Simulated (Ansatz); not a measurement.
```yaml
crystal:
  periodic: [false, false, false]
  atoms:
    - {symbol: Zr, position_ang: [0.061681, 0.000116, 0.042559]}
    - {symbol: H, position_ang: [0.069466, -0.016079, 1.888262]}
    - {symbol: H, position_ang: [1.789993, 0.019491, -0.605137]}
    - {symbol: Cl, position_ang: [-0.976119, 1.963002, -0.645546]}
    - {symbol: Cl, position_ang: [-0.945012, -1.966531, -0.680139]}
basis:
  gaussian: {orbitals: def2-mTZVPP}
total_charge: -1
magnetization: {spin_polarized: false, initial_magnetization: 1}
hamiltonian: {xc: {name: BLYP}, dispersion: d4, pseudopotentials: {relativity: none}}
scf: {omitted_lower_state_checks: [starts]}
output: {forces: true}
```

```sh
$ ansatz run in.yaml --threads 4 --pin off --events-out ev --progress --plain --max-ram 3916MiB
```

Shortened log:

```
Functional definition: BLYP
961 factors; their error is unknown
mean field evaluation 1: about -26358.9025 eV, gradient 2.9e1 eV
mean field evaluation 2: about -26346.5807 eV, gradient 5.9e1 eV
mean field evaluation 4: about -26361.8556 eV, gradient 4.3e0 eV
mean field evaluation 8: about -26361.9187 eV, gradient 9.4e-2 eV
mean field evaluation 16: about -26361.9187 eV, gradient 8.8e-5 eV
mean field -26361.91868989 eV, -968.7826431032 hartree, gradient 1.2e-5 eV, S^2 0.750000; 0 other end points of the search recorded, 0 dependent functions left out
reference -26361.91903385 eV, -968.7826557435 hartree; 25, 24 occupied and 72, 73 virtual orbitals, 961 factors
Total energy: -26362.24898827 eV, -968.7947813448 hartree
Atom 0 at     0.061681     0.000116     0.042559 Å, force     0.907151     0.001699     0.625974 eV/Å
Atom 1 at     0.069466    -0.016079     1.888262 Å, force     0.010278    -0.004584     0.530258 eV/Å
Atom 2 at     1.789993     0.019491    -0.605137 Å, force     0.499375     0.005528    -0.178560 eV/Å
Atom 3 at    -0.976119     1.963002    -0.645546 Å, force    -0.721260     1.624350    -0.474517 eV/Å
Atom 4 at    -0.945012    -1.966531    -0.680139 Å, force    -0.695544    -1.626992    -0.503155 eV/Å
Dipole moment:    -0.530897    -0.000975    -0.366349 e Å
Checks for a lower state left out: starts
```

Hardware: 4 threads of Arm Neoverse V2 on a shared host. Wall time 1.5 s.

In the def2 sets Zr takes a core potential; there is no spin–orbit coupling. The highest occupied level of an anion often lies above zero with these methods, and sets without diffuse functions describe the outer electron poorly.

With spin_polarized false and unpaired electrons the run is restricted open-shell.

The dipole of an ion depends on the origin.
